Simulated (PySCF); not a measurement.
**Mn (manganese, neutral) across methods**

[Ar] 3d7, high-spin 4F determinant (an excited configuration). All numbers are calculated (PySCF 2.14, the non-relativistic Hamiltonian (point nucleus), in aug-cc-pVTZ (8s7p5d3f2g, 93 functions)).

```
method  E (hartree)  mean ε 3p β (eV)  mean ε 3d α (eV)  mean ε 3d β (eV)  Σ⟨r²⟩ (bohr²)   ⟨S²⟩
  BLYP    -1150.898           -45.730            -2.373            -0.864          37.71  3.798
  PBE0    -1150.600           -48.522            -3.828            -1.522          35.82  3.821
   PBE    -1150.600           -45.808            -2.482            -0.807          37.78  3.804
 TPSSh    -1150.846           -46.994            -2.729            -1.040          36.36  3.793
   LDA    -1148.477           -45.842            -2.656            -0.805          37.16  3.802
PBEsol    -1149.484           -45.737            -2.518            -0.718          37.77  3.812
r2SCAN    -1150.794           -46.613            -2.598            -0.715          37.68  3.835
   UHF  -1149.55214           -57.353           -10.938            -2.856          42.05  4.245
```

Problem. Estimate the same row for B3LYP.

Solution. E (hartree) = -1150.858; mean ε 3p β (eV) = -48.045; mean ε 3d α (eV) = -3.552; mean ε 3d β (eV) = -1.562; Σ⟨r²⟩ (bohr²) = 35.87; ⟨S²⟩ = 3.807.
